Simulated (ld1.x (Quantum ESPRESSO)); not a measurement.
# An all-electron radial function and its pseudo partner (Se)

Columns: radius, all-electron u(r) and pseudo u(r) of the 4s shell (level -17.49 eV) of selenium in the configuration [Ar] 3d10 4s2 4p4; LDA (PZ), scalar-relativistic, RRKJ scheme, ld1.x (Quantum ESPRESSO) 7.5.

| r (bohr) | all-electron | pseudo |
| --- | --- | --- |
| 0.072 | -0.0886 | -0.0362 |
| 0.145 | -0.2472 | -0.0709 |
| 0.217 | -0.0553 | -0.1017 |
| 0.290 | 0.1993 | -0.1291 |
| 0.362 | 0.3617 | -0.1532 |
| 0.435 | 0.4080 | -0.1767 |
| 0.507 | 0.3592 | -0.2018 |
| 0.580 | 0.2477 | -0.2323 |
| 0.652 | 0.1056 | -0.2701 |
| 0.725 | -0.0495 | -0.3183 |
| 0.798 | -0.2012 | -0.3764 |
| 0.870 | -0.3389 | -0.4422 |
| 0.942 | -0.4602 | -0.5134 |
| 1.015 | -0.5646 | -0.5868 |
| 1.088 | -0.6499 | -0.6566 |
| 1.160 | -0.7163 | -0.7173 |
| 1.232 | -0.7663 | -0.7663 |
| 1.305 | -0.8021 | -0.8021 |
| 1.378 | -0.8247 | -0.8247 |
| 1.450 | -0.8360 | -0.8360 |
| 1.522 | -0.8378 | -0.8378 |
| 1.595 | -0.8317 | -0.8317 |
| 1.668 | -0.8191 | -0.8191 |
| 1.740 | -0.8014 | -0.8014 |
| 1.812 | -0.7796 | -0.7796 |
| 1.885 | -0.7544 | -0.7544 |

(1) How many radial nodes do the two functions have?

(2) At about which radius was the pseudo-wave matched?

(3) Where does each function peak?

(4) Is the pseudo-wave norm-conserving?

## Answers

(1) The all-electron 4s function has n − l − 1 = 3 (the table is too coarse to show those close to the nucleus); the pseudo-wave has 0, since the states of the same l below it are removed with the core.

(2) 1.25 bohr, where the columns begin to agree (steps of 0.07 bohr).

(3) Outermost all-electron maximum near 1.52 bohr, pseudo maximum near 1.52 bohr (to the table’s step).

(4) Yes: the RRKJ scheme keeps the norm inside the radius equal to the all-electron one, which fixes the energy derivative of the logarithmic derivative at the level.
